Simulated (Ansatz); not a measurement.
Molecule: sum formula BNH2Br2, charge 0, multiplicity 1. 
Structure (B3LYP-D3(BJ)/def2-TZVP (Ansatz, a program for electronic structure) minimum search):
```
B
N 1 1.3817
H 2 1.0067 1 122.45
H 2 1.0067 3 115.10 1 -180.00
Br 1 1.9346 2 120.05 3 -180.00
Br 1 1.9346 2 120.05 3 0.00
```
Charge 0, spin multiplicity 1.

Basis-set convergence of Hartree-Fock and CCSD correlation energies (hartree) with Ansatz. Valence correlation only, unless marked. Spin-orbit coupling is left out. The frozen core is the preceding noble-gas configuration, with the filled d and f shells of earlier blocks. Non-relativistic.

| basis | functions | E(HF) | E(corr, CCSD) |
|---|---|---|---|
| cc-pVDZ | 92 | -5225.20713 | -0.51327 |
| cc-pVTZ | 174 | -5225.38354 | -0.66532 |
| cc-pVQZ | 306 | -5225.39506 | -0.71753 |
| cc-pV5Z | 500 | -5225.39690 | -0.73513 |

Extrapolating the two largest sets (X = 4 and 5) as X^-3: E(corr) = (125·(-0.73513) - 64·(-0.71753))/61 = -0.7536 Eh, an estimate of the basis-set limit. The largest set recovers 97.5 % of it, the smallest 68.1 %.
